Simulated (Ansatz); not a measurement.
Reaction (SMILES): [NH]B(N)O → [NH-]B(N)O (an electron is taken up)
Structures are relaxed separately at B3LYP-D3(BJ)/def2-TZVP in Ansatz (a quantum-chemistry and plane-wave program), one conformer each, not searched for the lowest.
Geometry of the first species:
SMILES: [NH]B(N)O
```xyz
8

N      1.3412    -0.6311     0.0398
B      0.0271     0.0041     0.0042
N     -1.1715    -0.7220     0.1589
O     -0.0551     1.3534    -0.2691
H      1.5759    -1.0922     0.9198
H     -2.0629    -0.3170    -0.0731
H     -1.2010    -1.7076     0.3466
H      0.8057     1.7413    -0.4526
```
Charge 0, spin multiplicity 2.

Quantity: adiabatic electron affinity (electronic energy difference), positive where the reaction releases energy, in eV. Correlated levels leave the core frozen unless marked. Open shells are spin-unrestricted. No spin-orbit coupling. No relativistic terms. Anions need diffuse functions: aug- sets have them; def2-D sets add few; the other sets have none. CBS marks a two-point X^-3 extrapolation of the correlation energy; Hartree-Fock from the larger set.

```
level                                        program  adiabatic electron affinity (eV)  minus last row
------------------------------------  --------------  --------------------------------  --------------
PBE0/def2-TZVPD                               Ansatz                              1.62           -0.29
r2SCANh-D4/def2-TZVPD                 Ansatz + dftd4                              1.56           -0.35
r2SCANh/def2-TZVPD                            Ansatz                              1.55           -0.36
CAM-B3LYP-D4/def2-TZVPD               Ansatz + dftd4                              1.76           -0.15
PBE-QIDH/def2-TZVPD                           Ansatz                              1.70           -0.21
RPA@PBE/cc-pVTZ                               Ansatz                              1.69           -0.22
MP2/aug-cc-pVQZ                               Ansatz                              2.12            0.21
CCSD/6-31G*                                   Ansatz                              0.56           -1.35
CCSD(T)/cc-pVQZ                               Ansatz                              1.70           -0.21
CCSD(T)/CBS(aug-cc-pVTZ,aug-cc-pVQZ)          Ansatz                              1.91            0.00
```
